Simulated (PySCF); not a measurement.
SMILES C[CH2][GeH2][N](C)C (C4H13GeN), singlet, GFN2-xTB optimised geometry.

```
19

Ge    -0.31    -0.92     0.00
C     -1.24     0.85     0.00
C     -2.75     0.74     0.06
N      1.52    -0.92     0.00
C      2.22    -0.49     1.19
C      2.22    -0.54    -1.20
H     -0.67    -1.71     1.23
H     -0.68    -1.72    -1.22
H     -0.88     1.43     0.86
H     -0.94     1.40    -0.90
H     -3.22     1.72     0.06
H     -3.06     0.21     0.96
H     -3.12     0.18    -0.80
H      3.21    -0.94     1.22
H      2.34     0.60     1.24
H      1.66    -0.81     2.07
H      2.36     0.54    -1.30
H      3.22    -1.00    -1.21
H      1.67    -0.90    -2.07
```

Density from PySCF with PBE0/def2-SVP at that geometry.

Minimum of the electron density along straight lines between bonded atoms, close to the bond critical point (lines longer than 1.1 times the sum of covalent radii, or with two minima, are not listed):

| bond | length / Å | ρ at the minimum / e bohr⁻³ | ∇²ρ there / e bohr⁻⁵ | position (fraction from the first atom) |
|---|---|---|---|---|
| Ge1–C2 | 2.000 | ? | 0.02 | 0.47 |
| C2–C3 | 1.522 | 0.241 | ? | 0.50 |
| Ge1–N4 | 1.834 | 0.139 | ? | 0.47 |
| N4–C5 | 1.445 | 0.273 | -0.77 | 0.61 |
| N4–C6 | 1.445 | 0.273 | -0.77 | 0.61 |
| Ge1–H7 | 1.508 | 0.139 | 0.07 | 0.59 |
| Ge1–H8 | 1.507 | 0.139 | 0.07 | 0.59 |
| C2–H9 | 1.092 | 0.272 | -0.96 | 0.62 |
| C2–H10 | 1.092 | 0.272 | -0.96 | 0.62 |
| C3–H11 | 1.089 | 0.275 | -1.00 | 0.62 |
| C3–H12 | 1.088 | 0.276 | -1.01 | 0.62 |
| C3–H13 | 1.088 | 0.276 | -1.01 | 0.62 |
| C5–H14 | 1.094 | 0.277 | -1.02 | 0.63 |
| C5–H15 | 1.099 | 0.273 | -0.98 | 0.62 |
| C5–H16 | 1.090 | 0.279 | -1.04 | 0.63 |
| C6–H17 | 1.099 | 0.274 | -0.98 | 0.62 |
| C6–H18 | 1.094 | 0.277 | -1.02 | 0.63 |
| C6–H19 | 1.089 | 0.279 | -1.04 | 0.63 |

Complete the blanks.


- Ge1–C2, ρ at the minimum / e bohr⁻³: 0.121
- C2–C3, ∇²ρ there / e bohr⁻⁵: -0.53
- Ge1–N4, ∇²ρ there / e bohr⁻⁵: 0.42
